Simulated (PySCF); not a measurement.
# Electron correlation in Sc⁻ (scandium, charge -1)

[Ar] 3d2 4s2, high-spin 3F determinant. Calculation: PySCF 2.14, in def2-QZVPPD (11s6p5d3f2g, 93 functions); the non-relativistic Hamiltonian (point nucleus). Frozen: [Ne]; 12 electrons correlated.

| level | correlation energy (mhartree) |
| --- | --- |
| CCSD | -326.12 |
| (T) | -15.91 |
| CCSD(T) | -342.03 |

Diagnostics: T1 = 0.052, D1 = 0.1912, largest double amplitude 0.082.

Problem. Is a single reference adequate?

Solution. Not fully. The configuration of this anion was assumed by filling the next shell in order. It is not the known or likely ground configuration (Ca⁻, Sr⁻ and Ba⁻, for instance, bind a p electron), so these values are not the electron affinity of the element. T1 exceeds 0.03, a sign that the reference determinant is poor.

This basis was not built for core-valence correlation, so the inner-shell part is incomplete.
